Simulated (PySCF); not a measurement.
Species: sum formula Si$_{4}$H$_{9}$Cl, net charge 0, singlet state. 
Coordinates optimised at B3LYP-D3(BJ)/def2-TZVP (Ansatz):
```
Si
H 1 1.4832
H 1 1.4855 2 108.50
Si 1 2.3440 2 110.01 3 -120.65
H 4 1.4817 1 109.53 2 -59.89
H 4 1.4828 5 109.08 1 -122.10
H 4 1.4837 5 108.56 6 -118.38
Si 1 2.3451 2 108.93 3 119.83
H 8 1.4843 1 111.91 2 -48.36
H 8 1.4861 9 108.65 1 122.21
Si 8 2.3410 9 109.65 10 118.41
H 11 1.4798 8 114.13 9 -43.41
H 11 1.4801 12 108.97 8 124.77
Cl 11 2.0812 12 107.50 13 115.99
```
Charge 0, spin multiplicity 1.

Dispersion corrections to the total energy (kcal/mol) from the dftd3 and dftd4 libraries through PySCF: D3(BJ) without and D4 with the three-body term, each with the damping fitted for the functional named.

```csv
functional,D3(BJ),D4
BHLYP,-16.42,-14.56
TPSS,-13.72,-13.75
revPBE,(withheld),-24.53
TPSSh,-13.07,-12.57
LC-wPBE,-11.44,(withheld)
PBE0,(withheld),-8.98
HSE06,-8.77,-8.55
```

**Question.** Fill in the missing entries.

**Answer.** 
- revPBE, D3(BJ): -23.10
- LC-wPBE, D4: -11.59
- PBE0, D3(BJ): -9.74
